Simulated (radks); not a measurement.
The numbers below are computed, except where a source is named.
Mean orbital radii <r> (bohr) of the gold ion Au+, [Xe] 4f14 5d10, of relativity; Dirac values are averaged over j with weights 2j + 1. Spin-unpolarised spherical Kohn-Sham, LDA (Slater exchange, Perdew-Wang correlation), point nucleus unless stated (finite: rms radius 5.4371 fm), a radial shooting solver on a logarithmic mesh with Libxc functionals. A level marked "c x" has the speed of light scaled by that factor and shares open shells by 2j + 1; other Dirac levels either fill j = l - 1/2 first or share by 2j + 1.

| shell | non-rel. |
|---|---|
| 3s | 0.2039 |
| 3p | 0.1942 |
| 3d | 0.1696 |
| 4s | 0.4492 |
| 4p | 0.4532 |
| 4d | 0.4612 |
| 4f | 0.4869 |
| 5s | 1.027 |
| 5p | 1.119 |
| 5d | 1.549 |
| 6s (empty) | 2.962 |
| 6p (empty) | 3.749 |

Give the values at the level "Dirac, c x 5".

Answer. 
shell       Dirac, c x 5  change of magnitude (%)
3s                0.2031                    -0.37
3p                0.1938                    -0.20
3d                0.1695                    -0.05
4s                0.4476                    -0.35
4p                0.4524                    -0.18
4d                0.4610                    -0.02
4f                0.4873                    +0.09
5s                 1.023                    -0.36
5p                 1.117                    -0.17
5d                 1.550                    +0.07
6s (empty)         2.950                    -0.43
6p (empty)         3.741                    -0.21
